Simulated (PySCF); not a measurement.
Functional dependence of a UV spectrum

Compound: C3H5GaO2.
SMILES: `[GaH2-]1[O]C=CC=[O+]1`

Linear-response calculations in the def2-SVPD basis (PySCF; singlets by full response, triplets Tamm–Dancoff, core orbitals frozen in the response; HF means time-dependent Hartree–Fock). 'Strongest' is the level of largest summed f among the singlets computed (10 roots, of which the last may lack a degenerate partner); it can jump between rows when another state enters that window. S1 is the lowest singlet of each run and needn't be the same state throughout; f(S1) is that of one state. Isolated species at its PBE0-D3(BJ)/def2-SVP geometry, gas phase. The LDA/def2-SVPD calculation is non-relativistic and has no spin–orbit coupling, an omission that weighs most on gallium.

```json
{"functional": "LDA", "kind": "LDA", "S1 (eV)": "3.48", "f(S1)": "0.011", "strongest (eV)": "5.02", "T1 (eV)": "2.78", "HOMO (eV)": "-6.38", "gap (eV)": "3.01", "ionisation energy, ΔSCF (eV)": "9.14"}
{"functional": "PBE", "kind": "GGA", "S1 (eV)": "3.67", "f(S1)": "0.015", "strongest (eV)": "5.06", "T1 (eV)": "2.79", "HOMO (eV)": "-6.23", "gap (eV)": "3.12", "ionisation energy, ΔSCF (eV)": "8.97"}
{"functional": "PBE0", "kind": "global hybrid, 25% exact exchange", "S1 (eV)": "4.33", "f(S1)": "0.067", "strongest (eV)": "5.55", "T1 (eV)": "2.89", "HOMO (eV)": "-7.32", "gap (eV)": "5.11", "ionisation energy, ΔSCF (eV)": "9.19"}
{"functional": "BHandHLYP", "kind": "global hybrid, 50% exact exchange", "S1 (eV)": "4.71", "f(S1)": "0.136", "strongest (eV)": "4.71", "T1 (eV)": "3.02", "HOMO (eV)": "-8.31", "gap (eV)": "7.16", "ionisation energy, ΔSCF (eV)": "9.22"}
{"functional": "CAM-B3LYP", "kind": "range-separated hybrid", "S1 (eV)": "4.52", "f(S1)": "0.119", "strongest (eV)": "4.52", "T1 (eV)": "2.90", "HOMO (eV)": "-8.57", "gap (eV)": "7.48", "ionisation energy, ΔSCF (eV)": "9.36"}
{"functional": "wB97X-D", "kind": "range-separated hybrid", "S1 (eV)": "4.56", "f(S1)": "0.119", "strongest (eV)": "4.56", "T1 (eV)": "2.98", "HOMO (eV)": "-9.10", "gap (eV)": "8.70", "ionisation energy, ΔSCF (eV)": "9.33"}
{"functional": "LC-wPBE", "kind": "range-separated hybrid", "S1 (eV)": "4.61", "f(S1)": "0.146", "strongest (eV)": "4.61", "T1 (eV)": "2.87", "HOMO (eV)": "-9.81", "gap (eV)": "9.83", "ionisation energy, ΔSCF (eV)": "9.45"}
{"functional": "HF", "kind": "Hartree–Fock", "S1 (eV)": "5.18", "f(S1)": "0.202", "strongest (eV)": "5.18", "T1 (eV)": "3.31", "HOMO (eV)": "-9.85", "gap (eV)": "11.44", "ionisation energy, ΔSCF (eV)": "not settled"}
```

Problem. What does B3LYP (global hybrid, 20% exact exchange) give?

Solution. S1 (eV) 4.23, f(S1) 0.057, strongest (eV) 5.42, T1 (eV) 2.89, HOMO (eV) -7.13, gap (eV) 4.71, ionisation energy, ΔSCF (eV) 9.20. S1 runs from 3.48 eV (LDA) to 5.18 eV (HF), a spread of 1.70 eV, while the orbital gap spreads over 8.4 eV. Along PBE (0%), B3LYP (20%), PBE0 (25%), BHandHLYP (50%), HF (100%) S1 rises with the share of exact exchange. −ε(HOMO) comes closest to its own ΔSCF ionisation energy with wB97X-D (-0.22 eV) and misses most with LDA (-2.76 eV). 'Not settled' means that the ion's SCF failed to converge or may have ended in another state than the lowest.
